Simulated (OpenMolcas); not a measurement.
Nb4+ among 8 point charges of -1.2 e arranged as a cube (Oh).

| Quantity | Value |
| --- | --- |
| Program | OpenMolcas |
| Method | SS-CASPT2, IPEA 0.25 Eh, imaginary shift 0.1 Eh (closed shells correlated: 4s 4p) |
| Basis | ANO-RCC-VDZP [6s5p3d1f] |
| Scalar Hamiltonian | DKH2, point nucleus |
| Active space | 1 electron in 5 orbitals (4d) |
| State averaging | 2S+1 = 2 even, 5 roots |
| Spin-orbit coupling | RASSI with atomic mean-field integrals over the reference wave functions |

All point charges move together. At R = 1.98 Å |10Dq| is 8693 cm-1, and at R = 2.11 Å it is 6378 cm-1.

**Question.** A third run gives 4194 cm-1. What distance was it run at?

**Answer.** With a power law R^-n the two known points give n = -ln(6378 / 8693) / ln(2.11 / 1.98) = 4.87. Then R = 1.98 × (8693 / 4194)^(1/4.87) = 2.300 Å. The run was at 2.3 Å, so the estimate is off by 0 Å.

Roots that are degenerate in the reference are averaged as groups; the widest CASPT2 spread within a group is 10 cm-1 (the 2-fold group of multiplicity 2 near 0 cm-1 above the lowest state of its run, R = 1.98). Shifts and gaps below about the spread of the groups concerned are not significant. An orbital doublet at a regular site is open to a Jahn-Teller distortion, which this geometry leaves out. Free-ion shares, where given, are those of the reference states; single-state CASPT2 does not remix them. The ground term spreads over less than 5000 cm-1, several times less than with real ligands, so orbital moments are less quenched and χT lies further from the spin-only value than at real sites (holds for R = 2.3). This is an electrostatic model: the charges have no orbitals. No measured value stands beside these numbers.
